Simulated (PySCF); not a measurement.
## Radial density of Mn⁺ (manganese, charge +1)

UHF, [Ar] 3d5 4s1, high-spin 7S determinant. Calculation: PySCF 2.14, in x2c-QZVPPall with one added diffuse shell each of s, p, d, f, g type (12s8p6d5f3g, 128 functions); scalar relativity by spin-free X2C-1e.

```csv
r (bohr),4πr²ρ (e/bohr),4πr²(ρα − ρβ)
0.000820,0.1231,0.0000
0.00138,0.3189,0.0001
0.00232,0.8110,0.0003
0.00390,2.005,0.0007
0.00656,4.722,0.0015
0.0110,10.22,0.0032
0.0186,19.15,0.0056
0.0312,28.23,0.0063
0.0525,28.94,0.0003
0.0884,23.12,-0.0008
0.149,29.70,0.1009
0.250,29.34,0.6429
0.421,12.14,2.3771
0.707,15.02,4.3059
1.19,7.938,3.0705
2.00,1.492,1.1847
3.37,0.3476,0.3462
5.66,0.02231,0.0223
9.52,5.807e-05,0.0001
```

Densities and radii are taken from the X2C orbitals without a picture-change correction, which distorts them close to the nucleus.
